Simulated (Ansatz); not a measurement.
`B[Si](O)([SiH3])Cl` and `CO[Si](O)([SiH3])Cl` differ in one atom or group.

Ansatz, PBE0-D4/def2-TZVP geometries, multiplicity 1. Each molecule was computed in one conformer, which needn't be the lowest.

| property | `B[Si](O)([SiH3])Cl` |
| --- | --- |
| LUMO energy (PBE0/def2-TZVPP) / eV | -1.14 |
| LUMO energy (PBE/def2-TZVPP) / eV | -2.06 |
| size of the dipole moment (ωB97M-V/def2-TZVPP) / D | 2.67 |
| LUMO energy (ωB97M-V/def2-TZVPP) / eV | 0.70 |
| HOMO–LUMO gap (ωB97M-V/def2-TZVPP) / eV | 10.39 |
| LUMO energy (B3LYP/def2-TZVPP) / eV | -1.33 |

(1) What does the change do to each property? (Best estimate.)

Answers

(1) The calculation gave: 
| property | `CO[Si](O)([SiH3])Cl` | shift |
| --- | --- | --- |
| LUMO energy (PBE0/def2-TZVPP) / eV | 0.06 | 1.20 |
| LUMO energy (PBE/def2-TZVPP) / eV | -0.82 | 1.24 |
| size of the dipole moment (ωB97M-V/def2-TZVPP) / D | 1.48 | -1.19 |
| LUMO energy (ωB97M-V/def2-TZVPP) / eV | 1.82 | 1.12 |
| HOMO–LUMO gap (ωB97M-V/def2-TZVPP) / eV | 12.00 | 1.61 |
| LUMO energy (B3LYP/def2-TZVPP) / eV | -0.13 | 1.20 |

With PBE0 the HOMO falls by 0.42 eV and the LUMO rises by 1.20 eV, so the gap widens by about 1.62 eV. PBE moves the HOMO by -0.26 eV and ωB97M-V by -0.49 eV. Dipoles are sizes alone; their direction can turn.

B3LYP here is the variant with VWN-RPA as its local correlation; programs differ in this.
